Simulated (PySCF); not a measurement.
## Two-component Hartree-Fock for Ar(15+) (argon, charge +15)

Start: [He] 2s1; 2s1/2 filled at m_j = +1/2. Calculated with PySCF 2.14 in an even-tempered Gaussian basis (17 s from 3 bohr⁻², ratio 2.4; 10 p from 3.9 bohr⁻², ratio 2.4; 5 d from 12 bohr⁻², ratio 2.6; 4 f from 18 bohr⁻², ratio 2.6): generalised Hartree-Fock with the X2C-1e Hamiltonian and a Gaussian nucleus; one run each with spin-orbit coupling (SO) switched off, then screened by Boettger's factors.

```tsv
spinor shell	electrons	ε, spin-free (eV)	ε, screened SO (eV)	weight of nominal j (screened SO)	rms radius, screened SO (bohr)
1s1/2	2	-4031.6	-4031.6	1.000	0.0978
2s1/2	1	-918.42	-918.42	1.000	0.385
```

```csv
quantity,spin-free,screened SO
E (hartree),-347.91364,-347.91364
M_J,1/2,1/2
⟨J²⟩,0.750,0.750
⟨L²⟩,0.000,0.000
⟨S²⟩,0.750,0.750
```

Each row is a mean over spinors that exchange with the open shell spreads, by up to 9.843 eV (1s1/2).

Without spin-orbit coupling the j labels of p, d and f shells carry no meaning; the spin-free column gives the mean over the occupied spinors of each nl shell.
